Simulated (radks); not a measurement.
The numbers below are computed, except where a source is named.
Q: Mean orbital radii <r> (bohr) of neutral tellurium, [Kr] 4d10 5s2 5p4, of relativity; Dirac values are averaged over j with weights 2j + 1. Spin-unpolarised spherical Kohn-Sham, PBE, point nucleus unless stated (finite: rms radius 4.7423 fm), a radial shooting solver on a logarithmic mesh with Libxc functionals. A level marked "c x" has the speed of light scaled by that factor and shares open shells by 2j + 1; other Dirac levels either fill j = l - 1/2 first or share by 2j + 1.

shell  non-rel.
1s      0.02924
2s       0.1260
2p       0.1074
3s       0.3357
3p       0.3263
3d       0.2970
4s       0.7947
4p       0.8339
4d       0.9641
5s        2.174
5p        2.689

Give the values at the level "Dirac, c x 0.75".

A: 
shell  Dirac, c x 0.75  change of magnitude (%)
1s             0.02661                    -8.98
2s              0.1140                    -9.54
2p              0.1023                    -4.76
3s              0.3103                    -7.58
3p              0.3146                    -3.57
3d              0.2969                    -0.04
4s              0.7398                    -6.90
4p              0.8102                    -2.84
4d              0.9797                    +1.61
5s               2.013                    -7.41
5p               2.659                    -1.10
